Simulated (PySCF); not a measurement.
(2S)-1-bromo-2-fluoropropane (C3H6BrF), SMILES C[C@H](F)CBr. Atoms are numbered in the order given.

```xyz
11

C     -2.1700    -0.1147    -0.2319
C     -1.0220    -1.0498     0.0850
F     -1.4742    -2.0400     0.9575
C      0.1614    -0.3977     0.7882
Br     1.1078     0.8550    -0.3847
H     -1.8496     0.6668    -0.9354
H     -2.9998    -0.6784    -0.6825
H     -2.5338     0.3668     0.6895
H     -0.6666    -1.5551    -0.8299
H     -0.1631     0.1695     1.6703
H      0.8901    -1.1601     1.0884
```
Charge 0, spin multiplicity 1.

Coordinates come from a B3LYP-D3(BJ)/def2-SVP optimisation. One conformer was computed; it need not be the lowest.

Two levels are set side by side: PBE/pcSseg-1 (PySCF) and KT2/pcSseg-1 (PySCF). GIAO shifts against CFCl3 (¹⁹F), TMS (¹H), TMS (¹³C) at the same level; non-relativistic, no solvent, atoms listed together averaged. Without spin–orbit terms, shifts of atoms bonded to Cl or Br come out too high at both levels. Differences are taken from unrounded values.

```tsv
quantity	KT2	PBE	PBE minus KT2
δ(¹³C) of C1 (ppm)	22.1	22.7	0.6
δ(¹³C) of C2 (ppm)	95.4	98.3	2.9
δ(¹⁹F) of F3 (ppm)	-210.4	-206.6	3.8
δ(¹³C) of C4 (ppm)	47.2	49.1	1.9
δ(¹H) of H9 (ppm)	4.89	4.97	0.07
```

Rough cost on one machine, each run with all the roots and properties that it gave: KT2 against PBE within a factor of 2.
